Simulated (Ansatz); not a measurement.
C3H8Ge⁺, that is Ge(eta1-allyl)H3 with one electron fewer. Total charge 1; doublet. Geometry r2SCAN-D4/def2-SVP, that of the neutral singlet; atoms count from 1.

```xyz
12

Ge   -0.177    1.119   -1.420
C     0.828   -0.004   -0.144
C     0.038   -0.266    1.095
C    -0.545   -1.429    1.417
H     1.765    0.533    0.082
H     1.093   -0.943   -0.659
H    -0.089    0.589    1.775
H    -0.452   -2.312    0.775
H    -1.131   -1.536    2.334
H    -0.610    2.423   -0.728
H    -1.426    0.362   -1.894
H     0.708    1.463   -2.632
```

Question: Estimate the Mulliken populations from the PBE0/def2-TZVP orbitals of Ansatz.

Answer: 
| atom | charge (e) | spin (α − β) |
| --- | --- | --- |
| Ge1 | 0.04 | 0.09 |
| C2 | -0.33 | 0.15 |
| C3 | 0.00 | 0.16 |
| C4 | -0.10 | 0.57 |
| H5 | 0.23 | 0.03 |
| H6 | 0.21 | 0.00 |
| H7 | 0.22 | -0.01 |
| H8 | 0.21 | -0.02 |
| H9 | 0.22 | -0.02 |
| H10 | 0.09 | 0.01 |
| H11 | 0.09 | 0.01 |
| H12 | 0.11 | 0.03 |
Mulliken values depend strongly on the basis.

Question: Where does the spin sit?

Answer: Summed by element: Ge 0.09, C 0.89, H 0.02, of 1 unpaired in all. Largest on single atoms: C4 0.57, C3 0.16, C2 0.15.

Question: And the Mayer bond orders between heavy atoms (over 0.3)?

Answer: Ge1–C2 0.65 (1.98 Å); C2–C3 1.21 (1.49 Å); C3–C4 1.50 (1.34 Å).
